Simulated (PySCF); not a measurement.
Molecule: SMILES COC1CCCCC1, C$_{7}$H$_{14}$O.

Mapped SMILES: `[CH3:1][O:2][CH:3]1[CH2:4][CH2:5][CH2:6][CH2:7][CH2:8]1` (H(Xn): hydrogen on atom n). Ha(C4), Ha(C5), Ha(C6), Ha(C7), Ha(C8) are cis to O2 on the ring; Hb(C4), Hb(C5), Hb(C6), Hb(C7), Hb(C8) are trans to O2 on the ring.

Geometry PBE0-D3(BJ)/def2-SVP throughout; GIAO in PySCF 2.14.0 with density-fitted response routines, gas phase, one conformer, non-relativistic; equivalent atoms averaged; basis pcSseg-1.

Q: How do the absolute shieldings σ depend on the functional? (a selection of nuclei; ppm; last column core-seconds on shared hosts with different chips, so compare them loosely)

A: 
| functional | kind | C3 | C1 | C4/C8 | C6 | C5/C7 | Hb(C4)/Hb(C8) | Ha(C5)/Ha(C7) | Hb(C5)/Hb(C7) | Ha(C6) | core-s |
| --- | --- | --- | --- | --- | --- | --- | --- | --- | --- | --- | --- |
| LDA | LDA | 92.9 | 122.2 | 144.9 | 151.0 | 152.4 | 28.71 | 29.06 | 29.61 | 29.78 | 44 |
| PBE | GGA | 95.7 | 122.4 | 144.7 | 149.9 | 151.1 | 29.15 | 29.47 | 29.99 | 30.14 | 34 |
| B97-D | GGA | 96.7 | 122.1 | 144.1 | 149.0 | 150.1 | 29.38 | 29.70 | 30.20 | 30.33 | 54 |
| PBE0 | global hybrid | 104.3 | 128.6 | 150.9 | 156.4 | 157.6 | 29.34 | 29.66 | 30.18 | 30.27 | 35 |
| mPW1PW91 | global hybrid | 103.7 | 127.7 | 150.2 | 155.6 | 156.8 | 29.40 | 29.72 | 30.24 | 30.32 | 32 |
| WP04 | global hybrid | 90.7 | 115.0 | 138.1 | 143.1 | 143.8 | 29.77 | 30.08 | 30.53 | 30.57 | 22 |
| BHandHLYP | global hybrid | 106.1 | 129.4 | 150.7 | 156.3 | 157.7 | 29.59 | 29.91 | 30.44 | 30.48 | 34 |
| wB97X-D | range-separated hybrid | 105.0 | 128.3 | 151.3 | 157.1 | 158.3 | 29.50 | 29.83 | 30.36 | 30.41 | 45 |
| LC-wPBE | range-separated hybrid | 111.2 | 133.0 | 157.1 | 163.3 | 164.5 | 29.51 | 29.86 | 30.36 | 30.38 | 65 |

Q: Which nucleus among those listed moves most, in ppm?

A: C5/C7 (sp3 CH2 in a ring): from 143.8 ppm with WP04 to 164.5 ppm with LC-wPBE. The smallest spread is 0.79 ppm, at Ha(C6). Proton shifts span only some 12 ppm, so a few tenths of a ppm matter as much there as several ppm in carbon.
